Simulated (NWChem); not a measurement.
CH2NO cation; SMILES N=C=[OH+]

Results from NWChem. Each level has its own optimisation; frequencies are unscaled.

```tsv
level	r C–N (Å)	r H–N (Å)	r C–O (Å)	r H–O (Å)	highest harmonic frequency (cm⁻¹)	lowest (cm⁻¹)	zero-point energy (kcal/mol)
PBE/def2-SVP	…	1.024	…	…	3613	…	19.7
B3LYP/3-21G	1.150	1.012	1.255	1.006	3631	504	19.9
PBE0/def2-SVP	1.147	1.017	1.235	0.982	3707	476	20.6
```

Problem. What belongs in the gaps?

Solution. 
- PBE/def2-SVP, r C–N (Å): 1.161
- PBE/def2-SVP, r C–O (Å): 1.245
- PBE/def2-SVP, r H–O (Å): 0.992
- PBE/def2-SVP, lowest (cm⁻¹): 384
